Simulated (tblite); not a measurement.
Species: C6H13ClGeO.
Numbering: `[CH3:1][O:2][C@@H:3]1[CH2:4][CH2:5][C@H:6]([Cl:7])[GeH2:8][CH2:9]1` (hydrogens: H10, H11, H12 on C1; H13 on C3; H14, H15 on C4; H16, H17 on C5; H18 on C6; H19, H20 on Ge8; H21, H22 on C9)

Computed with GFN2-xTB (tblite), gas phase: L-BFGS steps from a force-field or distance-geometry start until the largest atomic force falls under 0.01 eV/Å.

Step 21: E = -816.6805 eV
```
atom  x, y, z in Å  |  force x, y, z in eV/Å
C1      2.4951   -0.0760    1.2906   -0.065  -0.001  -0.002
O2      1.3914   -0.4814    0.5210   -0.051  -0.046   0.054
C3      0.8726    0.5003   -0.3627    0.053  -0.029  -0.093
C4     -0.2346    1.3357    0.3074    0.031  -0.058  -0.005
C5     -1.2832    0.4826    1.0186   -0.102  -0.038  -0.039
C6     -2.1599   -0.2501    0.0224   -0.115  -0.074  -0.033
Cl7    -3.4229   -1.1741    0.8901    0.046  -0.007  -0.016
Ge8    -1.0522   -1.4881   -1.0568   -0.049   0.022   0.041
C9      0.4064   -0.2694   -1.5949   -0.009  -0.023  -0.031
H10     3.3679    0.1126    0.6526   -0.001   0.000   0.005
H11     2.7208   -0.8906    1.9782   -0.033   0.000  -0.064
H12     2.2829    0.8286    1.8698   -0.036   0.008   0.021
H13     1.6795    1.1862   -0.6592    0.098   0.058  -0.014
H14    -0.7087    1.9645   -0.4512    0.023  -0.042   0.007
H15     0.2242    1.9970    1.0471    0.031  -0.012  -0.027
H16    -1.8982    1.1196    1.6591    0.002   0.020   0.025
H17    -0.7841   -0.2577    1.6495    0.033   0.085   0.005
H18    -2.7078    0.4547   -0.6073    0.028   0.054   0.047
H19    -1.8196   -1.9966   -2.2542    0.013   0.024   0.027
H20    -0.6929   -2.6740   -0.2250    0.115   0.011   0.014
H21     1.2575   -0.8173   -1.9965   -0.014   0.035  -0.016
H22     0.0551    0.4130   -2.3714    0.002   0.012   0.092
```

Step 22: E = -816.6836 eV
```
atom  x, y, z in Å  |  force x, y, z in eV/Å
C1      2.4882   -0.0822    1.2924   -0.069   0.010  -0.003
O2      1.3848   -0.4785    0.5166   -0.014  -0.093   0.053
C3      0.8698    0.5041   -0.3684    0.081  -0.034  -0.036
C4     -0.2354    1.3393    0.3048    0.022  -0.042  -0.022
C5     -1.2802    0.4829    1.0186   -0.066  -0.015  -0.038
C6     -2.1565   -0.2512    0.0215   -0.100  -0.038   0.028
Cl7    -3.4165   -1.1746    0.8936    0.032  -0.002  -0.027
Ge8    -1.0489   -1.4891   -1.0528   -0.018  -0.003   0.046
C9      0.4019   -0.2669   -1.5997    0.028   0.012   0.009
H10     3.3657    0.1131    0.6605   -0.043  -0.026   0.016
H11     2.7076   -0.9060    1.9732   -0.029   0.042  -0.088
H12     2.2757    0.8182    1.8790   -0.034  -0.010   0.020
H13     1.6810    1.1865   -0.6608    0.082   0.068  -0.034
H14    -0.7134    1.9631   -0.4536    0.005  -0.009  -0.022
H15     0.2240    2.0062    1.0397    0.024  -0.038  -0.026
H16    -1.8958    1.1181    1.6620    0.023  -0.008   0.008
H17    -0.7700   -0.2539    1.6456   -0.018   0.083   0.005
H18    -2.7014    0.4559   -0.6087    0.012   0.034   0.058
H19    -1.8124   -2.0009   -2.2492   -0.004   0.006   0.017
H20    -0.6813   -2.6689   -0.2135    0.104   0.028  -0.009
H21     1.2551   -0.8125   -2.0002   -0.022   0.039  -0.035
H22     0.0474    0.4168   -2.3735    0.004  -0.004   0.080
```

Step 23: E = -816.6863 eV
```
atom  x, y, z in Å  |  force x, y, z in eV/Å
C1      2.4817   -0.0868    1.2935   -0.056   0.015  -0.002
O2      1.3790   -0.4776    0.5141    0.017  -0.090   0.023
C3      0.8693    0.5063   -0.3735    0.081  -0.026   0.030
C4     -0.2356    1.3408    0.3023    0.009  -0.020  -0.042
C5     -1.2791    0.4828    1.0178   -0.005   0.018  -0.026
C6     -2.1559   -0.2528    0.0211   -0.049   0.012   0.070
Cl7    -3.4110   -1.1755    0.8959   -0.004  -0.013  -0.021
Ge8    -1.0468   -1.4897   -1.0488    0.019  -0.019   0.037
C9      0.3987   -0.2652   -1.6031    0.052   0.034   0.045
H10     3.3631    0.1132    0.6668   -0.078  -0.040   0.019
H11     2.6968   -0.9173    1.9676   -0.018   0.056  -0.080
H12     2.2693    0.8102    1.8865   -0.037  -0.025   0.016
H13     1.6840    1.1877   -0.6625    0.047   0.044  -0.036
H14    -0.7167    1.9613   -0.4557   -0.004   0.014  -0.045
H15     0.2244    2.0123    1.0334    0.013  -0.063  -0.025
H16    -1.8938    1.1171    1.6643    0.033  -0.025  -0.013
H17    -0.7592   -0.2491    1.6427   -0.060   0.061   0.009
H18    -2.6964    0.4580   -0.6087   -0.013   0.015   0.056
H19    -1.8068   -2.0038   -2.2449   -0.016  -0.011   0.010
H20    -0.6697   -2.6644   -0.2047    0.090   0.041  -0.025
H21     1.2529   -0.8082   -2.0038   -0.019   0.030  -0.056
H22     0.0415    0.4200   -2.3734   -0.001  -0.006   0.055
```

Problem. Estimate the geometry and energy of step 24. (The exact step hangs on the optimiser's Hessian estimate; all steps are aligned on step 23, rigid shifts and turns removed.)

Solution. E = -816.6889 eV, largest force 0.104 eV/Å
```
atom  x, y, z in Å  |  force x, y, z in eV/Å
C1      2.4745   -0.0907    1.2945   -0.033   0.012   0.004
O2      1.3739   -0.4784    0.5120    0.036  -0.049  -0.020
C3      0.8704    0.5079   -0.3775    0.054  -0.010   0.073
C4     -0.2356    1.3418    0.2990   -0.002   0.003  -0.054
C5     -1.2782    0.4831    1.0165    0.052   0.045  -0.008
C6     -2.1563   -0.2543    0.0219    0.017   0.051   0.078
Cl7    -3.4064   -1.1763    0.8978   -0.046  -0.028  -0.004
Ge8    -1.0445   -1.4904   -1.0444    0.047  -0.015   0.017
C9      0.3969   -0.2630   -1.6054    0.056   0.036   0.062
H10     3.3593    0.1124    0.6729   -0.096  -0.040   0.009
H11     2.6865   -0.9267    1.9611    0.000   0.042  -0.042
H12     2.2626    0.8025    1.8937   -0.045  -0.030   0.010
H13     1.6877    1.1899   -0.6646    0.009   0.000  -0.021
H14    -0.7198    1.9601   -0.4585    0.000   0.022  -0.058
H15     0.2251    2.0166    1.0271    0.002  -0.076  -0.022
H16    -1.8912    1.1158    1.6664    0.032  -0.023  -0.027
H17    -0.7504   -0.2436    1.6402   -0.082   0.026   0.017
H18    -2.6921    0.4602   -0.6074   -0.040  -0.002   0.047
H19    -1.8019   -2.0070   -2.2405   -0.021  -0.022   0.010
H20    -0.6575   -2.6599   -0.1972    0.078   0.043  -0.031
H21     1.2508   -0.8033   -2.0083   -0.010   0.014  -0.072
H22     0.0360    0.4229   -2.3722   -0.009   0.001   0.031
```

The energy changes by -0.0026 eV. The first-order estimate −F·Δx gives -0.0035 eV and the mean of the old and new forces, exact on a quadratic surface, -0.0026 eV. The step makes an angle of 72° with the force vector and moves no atom by more than 0.015 Å.

The cost below is that of the whole relaxation. On one thread of an AMD EPYC (shared host), this took 3.0 s of wall time.
